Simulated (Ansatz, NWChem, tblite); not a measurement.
## Ligand exchange: Zn(CH3)2 + NClO → Zn(CH3)Cl + CH3NO

Gas-phase species: Zn(CH3)2 (dimethylzinc), singlet; NClO (nitrosyl chloride) `O=NCl`, singlet; Zn(CH3)Cl, singlet; CH3NO (Nitrosomethane) `CN=O`, singlet. The partners trade CH3 for Cl: Zn–CH3 and N–Cl bonds give way to Zn–Cl and N–CH3.

Shapes, held fixed at every level: PBE0-D4/def2-TZVP. Programs: Ansatz 0.2.0, NWChem 7.3.0, tblite 0.8.0. A level may come from different programs for different species; with the same settings they agree closely. Electronic energies: no zero-point or thermal term.

```
                             level            kind  ΔE (kJ/mol)
                          GFN2-xTB  semi-empirical       -214.7
                         HF/STO-3G    Hartree–Fock       -362.0
                          HF/3-21G    Hartree–Fock       -228.2
                       HF/def2-SVP    Hartree–Fock       -258.2
B3LYP/6-31G* (spherical functions)   global hybrid       -144.9
                     PBE0/def2-SVP   global hybrid       -160.4
```

PBE0/def2-SVP gives ΔE = -160.4 kJ/mol; the levels span -362.0 to -144.9. The median of the levels is -221.4. No measured value is set beside it here. Relativity is left out for Zn. PBE0/def2-SVP lies outside the range of the other correlated levels here, so it shouldn't be taken on trust. Rows in sets without polarisation functions are far from converged.
